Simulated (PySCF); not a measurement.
SMILES [CH2]CCCCCC, doublet, GFN2-xTB optimised geometry.

```
22

C     -3.27     2.34     0.00
C     -2.72     0.97     0.00
C     -1.17     0.97     0.00
C     -0.61    -0.45     0.00
C      0.92    -0.45     0.00
C      1.49    -1.87     0.00
C      3.01    -1.86     0.00
H     -3.40     2.87     0.92
H     -3.37     2.88    -0.92
H     -3.05     0.43    -0.89
H     -3.05     0.43     0.89
H     -0.82     1.51     0.88
H     -0.82     1.51    -0.88
H     -0.97    -0.98    -0.88
H     -0.97    -0.98     0.88
H      1.28     0.09     0.88
H      1.28     0.08    -0.88
H      1.13    -2.40    -0.88
H      1.13    -2.40     0.89
H      3.40    -2.88     0.00
H      3.39    -1.35    -0.88
H      3.40    -1.35     0.88
```

Density from unrestricted CAM-B3LYP/def2-SVP run with PySCF 2.14.0 at that geometry.

Minimum of the electron density along straight lines between bonded atoms, close to the bond critical point (lines longer than 1.1 times the sum of covalent radii, or with two minima, are not listed):

```json
[
 {"bond": "C1–C2", "length / Å": "1.470", "ρ at the minimum / e bohr⁻³": "0.270", "∇²ρ there / e bohr⁻⁵": "?", "position (fraction from the first atom)": "0.51"},
 {"bond": "C2–C3", "length / Å": "1.550", "ρ at the minimum / e bohr⁻³": "0.233", "∇²ρ there / e bohr⁻⁵": "?", "position (fraction from the first atom)": "0.50"},
 {"bond": "C3–C4", "length / Å": "1.525", "ρ at the minimum / e bohr⁻³": "0.247", "∇²ρ there / e bohr⁻⁵": "-0.58", "position (fraction from the first atom)": "0.50"},
 {"bond": "C4–C5", "length / Å": "1.527", "ρ at the minimum / e bohr⁻³": "0.246", "∇²ρ there / e bohr⁻⁵": "-0.57", "position (fraction from the first atom)": "0.50"},
 {"bond": "C5–C6", "length / Å": "1.527", "ρ at the minimum / e bohr⁻³": "0.247", "∇²ρ there / e bohr⁻⁵": "-0.58", "position (fraction from the first atom)": "0.50"},
 {"bond": "C6–C7", "length / Å": "1.524", "ρ at the minimum / e bohr⁻³": "0.246", "∇²ρ there / e bohr⁻⁵": "-0.57", "position (fraction from the first atom)": "0.50"},
 {"bond": "C1–H8", "length / Å": "1.073", "ρ at the minimum / e bohr⁻³": "0.284", "∇²ρ there / e bohr⁻⁵": "-1.08", "position (fraction from the first atom)": "0.64"},
 {"bond": "C1–H9", "length / Å": "1.073", "ρ at the minimum / e bohr⁻³": "0.284", "∇²ρ there / e bohr⁻⁵": "-1.08", "position (fraction from the first atom)": "0.64"},
 {"bond": "C2–H10", "length / Å": "1.093", "ρ at the minimum / e bohr⁻³": "0.275", "∇²ρ there / e bohr⁻⁵": "-1.00", "position (fraction from the first atom)": "0.62"},
 {"bond": "C2–H11", "length / Å": "1.093", "ρ at the minimum / e bohr⁻³": "0.275", "∇²ρ there / e bohr⁻⁵": "-1.00", "position (fraction from the first atom)": "0.62"},
 {"bond": "C3–H12", "length / Å": "1.092", "ρ at the minimum / e bohr⁻³": "0.277", "∇²ρ there / e bohr⁻⁵": "-1.01", "position (fraction from the first atom)": "0.62"},
 {"bond": "C3–H13", "length / Å": "1.092", "ρ at the minimum / e bohr⁻³": "0.277", "∇²ρ there / e bohr⁻⁵": "-1.01", "position (fraction from the first atom)": "0.62"},
 {"bond": "C4–H14", "length / Å": "1.093", "ρ at the minimum / e bohr⁻³": "0.276", "∇²ρ there / e bohr⁻⁵": "-1.00", "position (fraction from the first atom)": "0.62"},
 {"bond": "C4–H15", "length / Å": "1.093", "ρ at the minimum / e bohr⁻³": "0.276", "∇²ρ there / e bohr⁻⁵": "-1.00", "position (fraction from the first atom)": "0.62"},
 {"bond": "C5–H16", "length / Å": "1.093", "ρ at the minimum / e bohr⁻³": "0.276", "∇²ρ there / e bohr⁻⁵": "-1.00", "position (fraction from the first atom)": "0.62"},
 {"bond": "C5–H17", "length / Å": "1.093", "ρ at the minimum / e bohr⁻³": "0.276", "∇²ρ there / e bohr⁻⁵": "-1.00", "position (fraction from the first atom)": "0.62"},
 {"bond": "C6–H18", "length / Å": "1.092", "ρ at the minimum / e bohr⁻³": "0.276", "∇²ρ there / e bohr⁻⁵": "-1.00", "position (fraction from the first atom)": "0.62"},
 {"bond": "C6–H19", "length / Å": "1.092", "ρ at the minimum / e bohr⁻³": "0.276", "∇²ρ there / e bohr⁻⁵": "-1.00", "position (fraction from the first atom)": "0.62"},
 {"bond": "C7–H20", "length / Å": "1.088", "ρ at the minimum / e bohr⁻³": "0.277", "∇²ρ there / e bohr⁻⁵": "-1.02", "position (fraction from the first atom)": "0.63"},
 {"bond": "C7–H21", "length / Å": "1.088", "ρ at the minimum / e bohr⁻³": "0.277", "∇²ρ there / e bohr⁻⁵": "-1.02", "position (fraction from the first atom)": "0.63"},
 {"bond": "C7–H22", "length / Å": "1.088", "ρ at the minimum / e bohr⁻³": "0.277", "∇²ρ there / e bohr⁻⁵": "-1.02", "position (fraction from the first atom)": "0.63"}
]
```

Question: Fill in the missing entries.

Answer: 
- C1–C2, ∇²ρ there / e bohr⁻⁵: -0.66
- C2–C3, ∇²ρ there / e bohr⁻⁵: -0.52
